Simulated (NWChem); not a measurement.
**Basis-set dependence for H₄AsSi**

```xyz
6

Si    -1.4415    -0.5646     0.0448
As     0.7455     0.3405    -0.0258
H     -1.6489    -1.3550     1.2985
H     -2.4329     0.5523     0.0081
H     -1.6806    -1.4619    -1.1289
H      1.3421    -1.0680     0.0454
```
Charge 0, spin multiplicity 2.

The numbers come from NWChem runs, not from measurements. The geometry was optimised at UPBE0/def2-SVP, a minimum by its harmonic frequencies.

Hartree-Fock energies in Ha, correlation energies in mHa.

The Hamiltonian is non-relativistic. The correlated methods keep 14 core orbitals frozen. The structure started from a generated list of species. The stability of the SCF solutions was not checked. Open-shell Hartree-Fock references start from PBE0 orbitals. No row is a measurement; the coupled-cluster row has its own basis-set and correlation limits.

| basis | functions | UHF | UMP2 | SCS-UMP2 | CCSD on ROHF | CCSD[T] on ROHF | CCSD(T) on ROHF | CCSD on UHF | CCSD[T] on UHF | CCSD(T) on UHF |
|---|---|---|---|---|---|---|---|---|---|---|
| 3-21G | 43 | -2513.11036 | -99.8 | -108.9 | -133.5 | -135.7 | -135.6 | -132.0 | -134.1 | -134.0 |
| def2-SVP | 70 | -2525.07907 | -320.0 | -314.9 | -356.6 | -366.4 | -365.9 | -352.8 | -362.4 | -361.9 |
| def2-TZVP | 109 | -2525.46159 | -362.1 | -357.5 | not run | not run | not run | not run | not run | not run |

From def2-SVP to def2-TZVP the Hartree-Fock energy moves by -382.5 mHa and the UMP2 correlation energy by -42.1 mHa, which is 12 % of its value in the larger set.
